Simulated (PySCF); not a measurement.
C₄H₇FSi, SMILES C1C[C@](F)(C=1)[SiH3].

Geometry optimised at PBE-D3(BJ)/def2-SVP. The structure was generated by enumeration; whether it is a known compound was not checked.

Method: PBE-D3(BJ)/def2-SVP (PySCF).

Frequencies are harmonic and unscaled.

Question: Estimate the vibrational spectrum. (The exact figures need the calculation; the answer reports its results.)

Answer: 
```csv
mode,ν (cm⁻¹),IR (km/mol),moving atoms (share of kinetic energy)
1,134,0.0,"H 50 %, C 29 %, Si 13 %, F 9 %"
2,159,0.1,"H 64 %, C 21 %, Si 9 %"
3,200,0.3,"C 45 %, H 44 %"
4,242,2.7,"F 49 %, C 23 %, H 17 %, Si 12 %"
5,375,3.1,"C 41 %, F 29 %, H 26 %"
6,406,1.9,"C 34 %, H 31 %, Si 28 %"
7,526,3.2,"C 33 %, H 30 %, F 25 %, Si 12 %"
8,596,37.0,"H 79 %, Si 12 %"
9,608,26.3,"H 77 %, Si 12 %, C 11 %"
10,694,24.2,"H 54 %, C 26 %, F 18 %"
11,840,91.4,"H 53 %, C 45 %"
12,858,35.1,"C 50 %, H 45 %"
13,877,145.7,"H 85 %, Si 9 %"
14,905,33.2,H 96 %
15,907,21.3,H 93 %
16,913,12.5,"H 72 %, C 27 %"
17,943,8.5,"C 52 %, H 46 %"
18,989,12.5,"H 50 %, C 46 %"
19,1014,10.5,"H 53 %, C 43 %"
20,1030,4.7,"C 59 %, H 39 %"
21,1112,50.4,"C 47 %, H 46 %"
22,1146,9.6,"C 74 %, H 24 %"
23,1178,7.6,"H 61 %, C 39 %"
24,1275,23.5,"C 58 %, H 42 %"
25,1390,4.1,"H 89 %, C 11 %"
26,1587,0.9,"C 90 %, H 10 %"
27,2163,55.8,H 99 %
28,2177,102.9,H 96 %
29,2182,93.7,H 96 %
30,2972,22.6,H 94 %
31,3046,5.2,"H 90 %, C 10 %"
32,3115,7.5,H 92 %
33,3147,10.0,"H 90 %, C 10 %"
```
